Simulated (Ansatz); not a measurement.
`CO[SiH](Cl)I` + `C#C` → `C#C[SiH](Cl)OC` + HI at 400 K and 1 bar (formal exchange of groups at the Si–I bond).

Isolated molecules relaxed with PBE0-D4/def2-TZVP in Ansatz; ΔE leaves out vibrations. CCSD(T)/CBS is the MP2 limit (def2-TZVPP, def2-QZVPP) plus CCSD(T) − MP2 in def2-TZVPP, frozen cores. This one scheme is used for every species. def2 core potentials past Kr. For I outer-core shells are correlated without core-valence functions, which leaves a few kJ/mol of doubt a bond. Each species was taken in one conformer, which may not be the lowest.

```
         species  CCSD(T)/CBS energy (Eh)  H − E (kJ/mol)  S (J/(mol·K))
  `CO[SiH](Cl)I`              -1162.05764           176.0          416.7
           `C#C`                -77.22717            85.5          213.8
`C#C[SiH](Cl)OC`               -941.23261           228.9          416.8
              HI               -298.03592            25.7          215.0
```

H − E and S are ideal-gas, rigid-rotor, harmonic terms from PBE0-D4/def2-TZVP, for one conformer and one mirror image of each species. 1 Eh = 2625.50 kJ/mol, R = 8.31446 J/(mol·K).

**Question.** By hand: ΔE, ΔH, ΔS and ΔG.

**Answer.** ΔE = (-941.23261) + (-298.03592) − (-1162.05764) − (-77.22717) = 0.01628 Eh = 42.7 kJ/mol. Δ(H − E) = 228.9 + 25.7 − 176.0 − 85.5 = -6.9, so ΔH = 35.8 kJ/mol. ΔS = 416.8 + 215.0 − 416.7 − 213.8 = 1.3 J/(mol·K). ΔG = 35.8 − 400 × (1.3)/1000 = 35.3 kJ/mol.

**Question.** By hand: the equilibrium constant, and the temperature at which ΔG would vanish if ΔH and ΔS stayed fixed.

**Answer.** log₁₀ K = −ΔG/(RT ln 10) = -4.6. ΔG = 0 at ΔH/ΔS = 27538 K, far beyond where these terms or the molecules hold.

The number of gas molecules stays the same, so ΔS is small and ΔH decides. A doubt of 5 kJ/mol in ΔE shifts log₁₀ K by 0.7 here. Other conformers and mirror images would add mixing entropy, several J/(mol·K) or more a flexible species. These are equilibria of isolated gas molecules and say nothing of rates. Largest T1 diagnostic: 0.013 (customary marks: 0.02 for closed shells, 0.045 for open ones).
